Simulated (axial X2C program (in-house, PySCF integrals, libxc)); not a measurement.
# Worked dissociation energy of PtSi: CCSD, scalar-relativistic

Computed with an in-house all-electron X2C program for linear molecules (integrals from PySCF). Spin-free means the one-electron spin-free X2C Hamiltonian. Basis: Pt dyall-cv3z [13s14p9d6f4g], Si dyall-v3z [8s7p2d1f] (cores contracted in-house); Gaussian nuclei, density fitting, unrestricted open shells. Masses: Pt 194.965 u, Si 27.977 u.

Molecular state: M_S = 0, Λ = 0 (closed shell).

Correlated methods: 14 electrons correlated (number of frozen shells: Pt 5 s, 4 p, 2 d, 1 f; Si 2 s, 1 p), 260 virtual spin orbitals or spinors in MP2, 88 natural virtuals in coupled cluster.

```
E(Pt) (2M_S = 2, M_L = 0) : -18410.664133 hartree
E(Si) (2M_S = 2, M_L = 0) : -289.538076 hartree
E(PtSi) at Re             : -18700.383477 hartree
ωe                        : 571.7 cm⁻¹
ωexe                      : 1.38 cm⁻¹
```

Problem. Work out De and D0.

Solution. De = -18410.664133 + (-289.538076) − (-18700.383477) = 0.18127 hartree = 4.933 eV. The zero-point energy is ωe/2 − ωexe/4 = 286 cm⁻¹ = 0.035 eV, so D0 = 4.897 eV.

One determinant describes the state; a PBE0 search over occupations chose it and may have missed a lower one. Closed shells are restricted here (equal orbitals for both partners); the stretched side of such a curve lies too high. Dissociation energies refer to the lowest single-determinant-based atoms at the same level and basis. CCSD ran in a truncated set of natural virtual spinors with an MP2 remainder; without triples it tends to underbind. The T1 diagnostic is large, a sign of multireference character. Spin–orbit coupling changes these values markedly for this molecule (Re by over 0.02 Å or De by over 0.25 eV), so the spin-free numbers are a model.

Each atomic determinant is the lowest at this level and need not be a pure term. Totals compare only within one Hamiltonian and basis.
